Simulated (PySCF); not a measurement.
HfF3Cl, SMILES [F][Hf]([F])([F])[Cl], multiplicity 1.

The structure is a stationary point at B3LYP-D3(BJ)/def2-SVP. The multiplicity is an assumed one; no other spin state was optimised. The structure was generated by enumeration; whether it is a known compound was not checked. The def2 effective core potentials stand for the cores of Hf; spin–orbit coupling is left out.

Two levels are set side by side: TDDFT-PBE/def2-SVPD (PySCF) and TDDFT-B3LYP/def2-SVPD (PySCF). Vertical, same geometry. The lowest singlet is HOMO−1→LUMO+1 50 %, HOMO→LUMO 50 % with PBE and HOMO→LUMO+1 50 %, HOMO−1→LUMO 50 % with the other functional; states are paired by order. Differences are taken from unrounded values.

| quantity | TDDFT-PBE |
|---|---|
| lowest singlet excitation (eV) | 6.30 |
| lowest triplet excitation (TDA) (eV) | 6.00 |
| first bright state (f over 0.05) (eV) | 6.84 |
| its oscillator strength | 0.06 |

These are the TDDFT-PBE values. What does TDDFT-B3LYP give? (Estimate from the structure and the level; the computed values follow.)


```tsv
quantity	TDDFT-B3LYP	TDDFT-PBE minus TDDFT-B3LYP
lowest singlet excitation (eV)	6.78	-0.48
lowest triplet excitation (TDA) (eV)	6.45	-0.45
first bright state (f over 0.05) (eV)	7.40	-0.56
its oscillator strength	0.07	-0.01
```

Functionals without exact exchange tend to place singlet excitations lower, as here. Differences between two approximate levels are no errors against the true value.

Rough cost on one machine, each run with all the roots and properties that it gave: TDDFT-B3LYP against TDDFT-PBE about 5 times.
